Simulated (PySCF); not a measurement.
Ti²⁺: ionisation energy

Ti²⁺ [Ar] 3d2 (3F) → Ti³⁺ [Ar] 3d1 (2D), as a difference of total energies. Calculation: PySCF 2.14, in cc-pVDZ-DK (6s5p3d1f, 43 functions); scalar relativity by spin-free X2C-1e. Correlated levels: valence: [Ar] frozen. The calculations carry no spin-orbit coupling.

| method | ionisation energy (eV) |
| --- | --- |
| UHF | 26.919 |
| B3LYP | 28.437 |
| PBE0 | 28.272 |
| MP2 (valence) | 26.993 |
| SCS-MP2 (valence) | 26.944 |

Task: How much does correlation contribute at MP2 (valence)?

Result: 26.993 − (26.919) = 0.074 eV, measured against UHF.

The reference lies between the lowest fine-structure levels, while these numbers refer to the centres of the terms.

Errors of the correlated levels include the incompleteness of this basis and the frozen core.

For comparison: 27.492 eV (measured; NIST Atomic Spectra Database, ionization energies).
